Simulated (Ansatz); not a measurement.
Kohn–Sham single points on `[OH][Al-]([OH])([OH])[PH3+]`.

```yaml
crystal:
  periodic: [false, false, false]
  atoms:
    - {symbol: O, position_ang: [-1.745027, 0.416979, 0.955309]}
    - {symbol: Al, position_ang: [-0.289598, -0.453536, 0.721180]}
    - {symbol: O, position_ang: [1.028734, -0.118439, 1.760807]}
    - {symbol: O, position_ang: [-0.381540, -2.006233, 0.005958]}
    - {symbol: P, position_ang: [0.547495, 0.816876, -1.317775]}
    - {symbol: H, position_ang: [-1.842602, 1.016991, 1.692428]}
    - {symbol: H, position_ang: [1.656692, -0.801216, 1.989630]}
    - {symbol: H, position_ang: [-1.227473, -2.406044, -0.187646]}
    - {symbol: H, position_ang: [0.849478, 2.188111, -1.193089]}
    - {symbol: H, position_ang: [1.740008, 0.399620, -1.942864]}
    - {symbol: H, position_ang: [-0.270667, 0.889792, -2.463340]}
basis:
  gaussian: {orbitals: def2-TZVPP}
hamiltonian: {xc: pbe, dispersion: d4}
output: {forces: true, orbitals: {seedname: orbitals}}
```

```sh
$ ansatz run in.yaml --threads 4 --pin off --events-out ev --progress --plain --max-ram 10444MiB
```

Output, abridged:

```
Functional definition: PBE
1363 factors; their error is unknown
mean field evaluation 1: about -22097.2285 eV, gradient 1.1e2 eV
mean field evaluation 2: about -21867.3521 eV, gradient 3.0e2 eV
mean field evaluation 4: about -22117.1781 eV, gradient 1.9e1 eV
mean field evaluation 8: about -22118.0557 eV, gradient 1.7e-1 eV
mean field evaluation 16: about -22118.0356 eV, gradient 6.2e-4 eV
mean field -22118.03561823 eV, -812.8228168269 hartree, gradient 2.3e-5 eV, S^2 0.000000; 0 other end points of the search recorded, 0 dependent functions left out
reference -22118.03566953 eV, -812.8228187123 hartree; 29, 29 occupied and 232, 232 virtual orbitals, 1363 factors
Total energy: -22118.26414325 eV, -812.8312149664 hartree
Atom 0 at    -1.745027     0.416979     0.955309 Å, force    -0.274338    -0.081136    -0.298757 eV/Å
Atom 1 at    -0.289598    -0.453536     0.721180 Å, force     0.028226     0.041905    -0.065988 eV/Å
Atom 2 at     1.028734    -0.118439     1.760807 Å, force     0.003573     0.397117     0.114516 eV/Å
Atom 3 at    -0.381540    -2.006233     0.005958 Å, force     0.375211    -0.154190    -0.077416 eV/Å
Atom 4 at     0.547495     0.816876    -1.317775 Å, force    -0.122437    -0.183601     0.295754 eV/Å
Atom 5 at    -1.842602     1.016991     1.692428 Å, force    -0.059532     0.298027     0.346511 eV/Å
Atom 6 at     1.656692    -0.801216     1.989630 Å, force     0.314158    -0.317405     0.114915 eV/Å
Atom 7 at    -1.227473    -2.406044    -0.187646 Å, force    -0.398679    -0.202100    -0.105132 eV/Å
Atom 8 at     0.849478     2.188111    -1.193089 Å, force     0.056058     0.207966    -0.015235 eV/Å
Atom 9 at     1.740008     0.399620    -1.942864 Å, force     0.176986    -0.037859    -0.119588 eV/Å
Atom 10 at    -0.270667     0.889792    -2.463340 Å, force    -0.099226     0.031277    -0.189581 eV/Å
Dipole moment:     0.197454     0.298653    -0.480188 e Å
```

It took 2.8 s on 4 threads of an Arm Neoverse V1 on a shared host, with 0.34 GiB of host memory at the peak.

Changing it to `hamiltonian: {xc: {name: r2SCANh}, dispersion: d4}` and no forces (abridged; 5.5 s):

```
Functional definition: r2SCANh
mean field evaluation 16: about -22128.0025 eV, gradient 6.0e-4 eV
mean field -22128.00248561 eV, -813.1890924475 hartree, gradient 3.0e-5 eV, S^2 0.000000
Total energy: -22128.06439660 eV, -813.1913676342 hartree
```

Changing it to `hamiltonian: {xc: pbe0, dispersion: d4}` and no forces (abridged; 3.1 s):

```
Functional definition: PBE0
mean field evaluation 16: about -22119.5343 eV, gradient 5.0e-5 eV
mean field -22119.53428870 eV, -812.8778919508 hartree, gradient 5.0e-5 eV, S^2 0.000000
Total energy: -22119.73027891 eV, -812.8850944583 hartree
```

The same input with `hamiltonian: {xc: {name: B3LYP}, dispersion: d4}` (abridged; 4.7 s):

```
Functional definition: B3LYP
mean field evaluation 16: about -22134.2349 eV, gradient 7.1e-5 eV
mean field -22134.23493562 eV, -813.4181307608 hartree, gradient 7.1e-5 eV, S^2 0.000000
Total energy: -22134.60253690 eV, -813.4316398585 hartree
Atom 0 force    -0.025504     0.028803     0.017453 eV/Å
Atom 1 force    -0.005129    -0.008517     0.015425 eV/Å
Atom 2 force     0.036387    -0.007416     0.018054 eV/Å
Atom 3 force    -0.019845    -0.033547    -0.019365 eV/Å
Atom 4 force     0.053055     0.082804    -0.131355 eV/Å
Atom 5 force    -0.049185     0.032730     0.018503 eV/Å
Atom 6 force     0.047409     0.000982     0.040007 eV/Å
Atom 7 force    -0.011864    -0.055544    -0.021706 eV/Å
Atom 8 force    -0.011416    -0.049601    -0.002518 eV/Å
Atom 9 force    -0.042045     0.013318     0.023473 eV/Å
Atom 10 force     0.028138    -0.004011     0.042029 eV/Å
Dipole moment:     0.201031     0.304047    -0.488959 e Å
```

Changing it to `hamiltonian: {xc: {name: wB97X-V}}` and no forces (abridged; 8 s):

```
Functional definition: wB97X-V
mean field evaluation 16: about -22128.2165 eV, gradient 4.6e-5 eV
mean field -22128.21645494 eV, -813.1969556752 hartree, gradient 4.6e-5 eV, S^2 0.000000
Total energy: -22128.21645256 eV, -813.1969555876 hartree
```

The same input with `hamiltonian: {xc: {name: PBE-QIDH}}` and no forces (abridged; 5.5 s):

```
Functional definition: PBE-QIDH
mean field evaluation 16: about -22104.2815 eV, gradient 5.6e-5 eV
mean field -22104.28154406 eV, -812.3173639239 hartree, gradient 9.0e-6 eV, S^2 0.000000
13 core orbitals not correlated: weight in the atoms' cores, before any rotation towards them, 1.000 or more for the frozen orbitals, at most 0.000 for the correlated occupied ones
second order -29.81555956 eV of doubles, -0.00000000 eV of singles
Total energy: -22114.22007854 eV, -812.6825983297 hartree
```

B3LYP takes the VWN-RPA correlation (the form of Gaussian; ORCA's B3LYP/G).
